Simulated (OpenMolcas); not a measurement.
## 3d ions of charge +2 along the row

| Item | Value |
| --- | --- |
| Program | OpenMolcas 26.06 |
| Method | MS-CASPT2, IPEA 0.25 Eh, imaginary shift 0.1 Eh |
| Basis | ANO-RCC-VQZP |
| Scalar Hamiltonian | DKH2, point nucleus |
| Spin-orbit coupling | RASSI with atomic mean-field integrals over the reference wave functions, term energies averaged over their components |

Active space: the 3d shell; CASPT2 also correlates the outermost closed s and p core shells.

B and C come from two terms' centres of gravity (d2, d8: 3P = 15B, 1G = 12B + 2C; d3, d7: 4P = 15B, 2G = 4B + 3C; d4, d6: 3G = 9B + 4C, 3H = 4B + 4C; d5: 4D = 17B + 5C, 4G = 10B + 5C, above the ground term), where all their levels are at least 80 % pure. ζ = ±2S·A comes from the whole width of the ground multiplet by E(J) = (A/2) J(J+1), where its levels are at least 85 % pure. Energies in cm-1.

| Ion | Configuration | Lowest level | Weight (%) | B | B measured | C | C measured | ζ | ζ measured |
| --- | --- | --- | --- | --- | --- | --- | --- | --- | --- |
| V2+ | 3d³ | ⁴F_3/2 | 100 | 796 | 755 | 2735 | 2910 | 181 | 167 |
| Cr2+ | 3d⁴ | ⁵D₀ | 100 | 739 | 691 | 3456 | 3575 | 253 | 230 |
| Mn2+ | 3d⁵ | ⁶S_5/2 | 100 | 810 |  | 3838 |  |  |  |
| Fe2+ | 3d⁶ | ⁵D₄ | 100 | 937 | 917 | 3958 | 4040 | 413 | 411 |
| Co2+ | 3d⁷ | ⁴F_9/2 | 100 | 992 | 971 | 3922 | 4209 | 527 | 533 |

Measured columns use the levels in Sugar and Corliss, J. Phys. Chem. Ref. Data 7, 1191 (1978) (V2+); Sugar and Corliss, J. Phys. Chem. Ref. Data 6, 317 (1977) (Cr2+); Corliss and Sugar, J. Phys. Chem. Ref. Data 11, 135 (1982) (Fe2+); Sugar and Corliss, J. Phys. Chem. Ref. Data 10, 1097 (1981) (Co2+).

The computed B goes from 796 (V2+) to 992 cm-1 (Co2+), a factor of 1.25, though not at every step. It departs from the measured column by +2 to +7 %. The Trees term is left out, which lowers the B read from the levels of every ion, most for d4 to d6. The pair of terms that fixes B changes along the row, so steps between ions also reflect that choice.

The computed ζ goes from 181 (V2+) to 527 cm-1 (Co2+), a factor of 2.91, rising at every step. It departs from the measured column by -1 to +10 %.

CASPT2 breaks the degeneracy within a term, and the mean is taken; among the low terms the widest spread is 1400 cm-1 (3d⁶ ¹I, Fe2+). The CASPT2 spread within a term exceeds the gap to the next term for 3d⁴ ³P(1) and 3d⁴ ³H, 3d⁴ ¹G(1) and 3d⁴ ¹I, 3d⁴ ¹I and 3d⁴ ³D and others, so the order of their levels is uncertain, and so are names and mixing where such terms share a J (figures for Cr2+; the like holds for Fe2+, Co2+). Blocks of more than 70 roots (2S+1 = 2 even) ran without multistate coupling (holds for Mn2+). Measured partners are found by configuration, term and J. A level has none where our copy of the source lacks it or the pairing is in doubt (some pairs that miss far off the trend of their configuration count as doubtful), and it then counts in no deviation. Only configurations of the active space appear.

A number in round brackets counts repeated terms of one configuration in the order of the reference energies.
